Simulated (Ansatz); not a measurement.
Geometry optimisation, UKS BLYP-D4/6-31G* (Ansatz).

The input (input.yaml):

```yaml
crystal:
  periodic: [false, false, false]
  atoms:
    - { symbol: Mg, position_ang: [-0.5297, -0.1767, -0.6803] }
    - { symbol: C, position_ang: [0.6726, 0.8931, 1.2676] }
    - { symbol: C, position_ang: [-0.5503, -2.2468, -0.9568] }
    - { symbol: H, position_ang: [0.1445, 1.668, 0.2334] }
    - { symbol: O, position_ang: [-0.3863, 2.2309, -0.7899] }
    - { symbol: H, position_ang: [1.545, 0.2888, 1.0053] }
    - { symbol: H, position_ang: [1.0137, 1.7319, 1.8654] }
    - { symbol: H, position_ang: [-0.017, 0.3067, 1.8828] }
    - { symbol: H, position_ang: [-0.5863, -2.5409, -2.0014] }
    - { symbol: H, position_ang: [-1.3895, -2.7039, -0.4411] }
    - { symbol: H, position_ang: [0.3691, -2.628, -0.5211] }
    - { symbol: H, position_ang: [-0.2859, 3.1768, -0.8638] }
magnetization:
  spin_polarized: true
basis:
  gaussian: { orbitals: "6-31G*" }
hamiltonian:
  xc: blyp
  dispersion: d4
relax:
  f_tol: 0.15
  max_steps: 25
  restrain:
    - { distance: [0, 4], at: 3.37, k: 30.0 }
    - { distance: [3, 1], at: 2.37, k: 30.0 }
    - { distance: [0, 1], at: 2.17, k: 30.0 }
    - { distance: [3, 4], at: 0.97, k: 30.0 }
```

Command:

```bash
$ ansatz run input.yaml --threads 2 --pin off --max-ram 3072MiB --backend cpu --events-out ev --progress --plain --runs-dir out
```

Task: Where does it end, and by what steps?

Result: The forces met the threshold. The restraints hold the end off the free minimum. After 20 steps the energy has fallen by 0.539 eV (the restraints' own energy left out); H8 moved furthest, 1.23 Å. Parted: Mg1–O5. Joined: H4–O5.

| step | energy less start (eV) | largest force component (eV/Å) | accepted |
| --- | --- | --- | --- |
| 0 | 0.0000 | 2.850 | yes |
| 1 | 0.7432 | 7.635 | yes |
| 2 | 1.0787 | 6.673 | yes |
| 3 | 0.9799 | 3.934 | yes |
| 4 | 0.1189 | 2.334 | yes |
| 5 | -0.2464 | 1.229 | yes |
| 6 | -0.3116 | 1.042 | yes |
| 7 | -0.3980 | 0.491 | yes |
| 8 | -0.4421 | 0.438 | yes |
| 9 | -0.4475 | 0.824 | yes |
| 10 | -0.4836 | 0.437 | yes |
| 11 | -0.4805 | 0.575 | no |
| 12 | -0.4939 | 0.481 | yes |
| 13 | -0.5009 | 0.434 | yes |
| 14 | -0.5019 | 0.537 | no |
| 15 | -0.5085 | 0.445 | yes |
| 16 | -0.5149 | 0.460 | yes |
| 17 | -0.5222 | 0.451 | yes |
| 18 | -0.5266 | 0.512 | yes |
| 19 | -0.5327 | 0.397 | yes |
| 20 | -0.5393 | 0.471 | yes |

```xyz
12
Properties=species:S:1:pos:R:3
Mg -0.055 -0.746 0.183
C 0.676 0.719 1.594
C -0.636 -2.330 -1.079
H -0.138 2.254 -0.023
O -0.447 2.397 -0.939
H 1.540 1.296 1.214
H -0.088 1.443 1.934
H 1.040 0.214 2.509
H -0.765 -1.993 -2.123
H -1.598 -2.775 -0.764
H 0.108 -3.148 -1.091
H 0.364 2.668 -1.415
```

Whether the end is a true minimum wasn't checked by a vibrational analysis.

Run time: 35 s on 2 threads of Intel(R) Xeon(R) Platinum 8488C (Sapphire Rapids) (shared host), peak memory 0.17 GiB.
